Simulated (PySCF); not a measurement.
C2H4Cl2Si2, SMILES C#C[Si]([SiH3])(Cl)Cl.

Geometry optimised at B3LYP-D3(BJ)/def2-SVP. This is a generated structure with no PubChem entry under its InChIKey; it may be hypothetical.

All values below come from PBE/def2-TZVP run with PySCF.

Isolated molecule, no solvent.

Task: Estimate the frontier levels, gap, dipole moment and polarisability. (Estimate from the structure and the level; the computed values follow.)

Result: 
| Quantity | Value |
|---|---|
| highest occupied level | -7.14 eV |
| lowest empty level | -2.01 eV |
| orbital gap | 5.13 eV |
| dipole moment | 1.96 D |
| quadrupole, principal values (traceless, Buckingham form, about the centre of nuclear charge) | -6.55, -3.45, 10.00 D·Å |
| mean static polarisability | 102.7 bohr³ (15.21 Å³) |
| polarisability, principal values | 92.3, 98.8, 116.9 bohr³ |
